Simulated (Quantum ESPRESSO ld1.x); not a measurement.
The numbers below are computed, except where a source is named.
Species: Kr1.5+. Configuration: [Ar] 3d10 4p6 4s(up 0.25, down 0.25) (fractional occupations, a model configuration).

Code: ld1.x of Quantum ESPRESSO 7.5. Model: non-relativistic Kohn-Sham, LDA (Slater exchange, Perdew-Zunger correlation), spin-polarised, spherical densities, point nucleus.

Energy parts (eV):
part                      energy
total                  -74788.39
kinetic                 74726.74
electron-nucleus      -178215.82
Hartree                 31180.90
exchange-correlation    -2480.21

Orbitals (lengths in bohr, moments of r in powers of bohr; r(max) is where P^2 peaks; r(90%) holds 90 % of the orbital's charge):
orbital  occ.  eigenvalue (eV)      <r>     <r^2>  r(90%)   r(max)
1s          2         -13898.2  0.04250  0.002419  0.0756  0.02808
2s          2         -1824.37   0.1881   0.04162   0.290   0.1584
2p          6         -1653.80   0.1620   0.03205   0.264   0.1251
3s          2         -273.978   0.5424    0.3381   0.806   0.4774
3p          6         -213.322   0.5457    0.3484   0.832   0.4676
3d         10         -104.086   0.5528    0.3758   0.904   0.4093
4s        0.5         -40.1235    1.532     2.671    2.26    1.336
4p          6         -26.1621    1.764     3.582    2.65    1.492

The highest occupied level is 4p at -26.162 eV. The density falls to 0.001 e/bohr^3 at r = 3.65 bohr. Summed over all electrons, <r^2> = 29.63 bohr^2, which gives a Langevin (diamagnetic) susceptibility term of -23.5 x 10^-6 cm^3/mol. Virial ratio -V/T = 2.00083.
